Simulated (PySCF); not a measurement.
C₄H₆F₄O.
Z-matrix (Å and degrees, GFN2-xTB geometry), rows numbered from 1:
```
C 
C   1  1.5182
F   2  1.3765  1  109.64
C   2  1.5358  1  112.50  3   118.23
F   4  1.3706  2  109.97  1    43.98
O   4  1.3856  2  108.57  1   163.71
C   6  1.3615  4  117.36  2   171.14
F   7  1.3470  6  111.43  4    95.25
F   7  1.3381  6  108.44  4  -148.17
H   1  1.0874  2  110.20  3   -61.03
H   1  1.0853  2  109.79  3   178.51
H   1  1.0863  2  109.19  3    58.53
H   2  1.0959  1  112.39  3  -118.41
H   4  1.1040  2  110.75  1   -73.05
H   7  1.1073  6  113.79  4   -26.86
```

The calculation used B3LYP/def2-SVPD in PySCF (dipole) on a GFN2-xTB geometry, gas phase.

Take the most abundant isotopes and a rigid rotor. The values belong to one conformer with, in the numbering `[CH3:1][C@@H:2]([F:3])[C@@H:4]([F:5])[O:6][CH:7]([F:8])[F:9]`, C1–C2–C4–F5 44°, C2–C4–O6–C7 171°, C4–O6–C7–F8 95°.

(1) What are A, B and C (cm⁻¹)?

(2) Classify the top.

(3) What does the inertial defect say?

(4) Give the other two planar moments, Paa and Pbb, and the rms extents of the mass along the axes.

(5) Predict some low-J microwave lines.

Answers

(1) Ia = 164.49, Ib = 565.24, Ic = 699.61 u·Å²; 505379 MHz·u·Å²/I gives 3072, 894.1 and 722.4 MHz, that is A = 0.10248, B = 0.02982, C = 0.02410 cm⁻¹.

(2) An asymmetric top. Ray's parameter κ = (2B − A − C)/(A − C) = -0.854; −1 is the prolate and +1 the oblate limit.

(3) Not planar: Δ = Ic − Ia − Ib = -30.12 u·Å². For a rigid frame Δ = −2 Σ m c², so Σ m c² = 15.06 u·Å² lies off the ab plane: 7.50 from hydrogen and 7.57 from heavier atoms. The atom farthest from that plane is 1.45 Å away.

(4) Paa = Σ m a² = (Ib + Ic − Ia)/2 = 550.18 and Pbb = Σ m b² = (Ia + Ic − Ib)/2 = 149.43 u·Å². With the mass M = 146.04 u, the rms extents √(P/M) along a, b and c are 1.94, 1.01, 0.32 Å.

(5) The dipole components are |μa| = 2.18 D, |μb| = 0.86 D, |μc| = 1.39 D. The squared components, which scale the intensities, stand as 1.00 : 0.16 : 0.41 (a : b : c). Some lines, for components of 0.1 D or more:

```tsv
type	branch	J(Ka,Kc)	MHz	lower level (cm⁻¹)
c	Q	4(1,4) ← 4(0,4)	1525	0.534
c	Q	2(1,2) ← 2(0,2)	2016	0.161
b	Q	2(1,1) ← 2(0,2)	2531	0.161
a	Q	5(1,4) ← 5(1,5)	2566	0.839
a	R	4(0,4) ← 3(0,3)	6370	0.322
c	Q	2(2,1) ← 2(1,1)	6535	0.246
b	Q	2(2,0) ← 2(1,1)	6545	0.246
b	R	3(1,3) ← 2(0,2)	6602	0.161
a	R	5(3,3) ← 4(3,2)	8112	1.220
b	Q	5(2,4) ← 5(1,5)	8115	0.839
b	R	5(1,5) ← 4(0,4)	9139	0.534
b	Q	5(3,3) ← 5(2,4)	11405	1.110
b	R	4(2,3) ← 3(1,2)	12742	0.416
c	R	4(2,2) ← 3(1,2)	12886	0.416
c	Q	5(4,2) ← 5(3,2)	15814	1.491
c	R	3(3,0) ← 2(2,0)	16167	0.464
c	R	5(3,2) ← 4(2,2)	19331	0.846
c	R	5(3,3) ← 4(2,3)	19465	0.841
b	Q	5(5,1) ← 5(4,2)	20357	2.018
b	R	5(4,1) ← 4(3,2)	23936	1.220
```

Stationary, but not proved a minimum. Constants of a rigid frame at the computed geometry: no zero-point averaging, no centrifugal distortion. A rigid rotor knows nothing of internal rotation, which can split or shift real lines.
